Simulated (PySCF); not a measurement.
**[VBr4]2-: bond length varied**

The complex [VBr4]2- (charge -2) contains V(II), shell d3. The structure is a model geometry with rigid ligands and bond lengths from ionic radii, not a minimum; coordination tetrahedral, point group Td, metal–donor distances 2.53 Å.

```
5

V     0.0000    0.0000    0.0000
Br    1.4607    1.4607    1.4607
Br   -1.4607   -1.4607    1.4607
Br   -1.4607    1.4607   -1.4607
Br    1.4607   -1.4607   -1.4607
```

Method (PySCF 2.14, density fitting): CASSCF(3,5) with orbitals averaged over all microstates of the shell, strongly contracted NEVPT2 on the averaged canonical orbitals; basis x2c-TZVPall on the metal, x2c-SVPall elsewhere; spin-free X2C; IEF-PCM water; spin-orbit coupling by state interaction with the mean-field operator over all roots.

All metal–ligand distances are scaled together.

```csv
bond length,group,ground,next state (NEVPT2) / cm⁻¹,orbital energies above the lowest (NEVPT2 fit) / cm⁻¹,μeff(300 K) / μB
2.328 Å,Td,4T1,4T2 3998,0 0 4369 4369 4369,3.98
2.429 Å,Td,4T1,4T2 3303,0 0 3624 3624 3624,3.92
2.530 Å,Td,4T1,4T2 2745,0 0 3018 3018 3018,3.87
2.631 Å,Td,?,?,?,?
2.732 Å,Td,4T1,4T2 1922,0 0 2114 2114 2114,3.79
```

Q: Fill in the row at 2.631 Å.

A: ground: 4T1; next state (NEVPT2) / cm⁻¹: 4T2 2293; orbital energies above the lowest (NEVPT2 fit) / cm⁻¹: 0 0 2522 2522 2522; μeff(300 K) / μB: 3.83.

Q: With what power of the bond length does 10Dq, as fitted to the states, fall?

A: A log–log fit of these points gives 10Dq ∝ R^−4.5; a point-charge model has R^−5 (correlation -1.000).

At 2.328 Å, 2.429 Å, 2.530 Å, 2.631 Å, 2.732 Å the ground state is orbitally degenerate, so the regular structure would distort there (Jahn–Teller).

NEVPT2 lifts 4A2 from 5300 to 5943 cm⁻¹; on the d shell alone such lifts tend to overshoot.
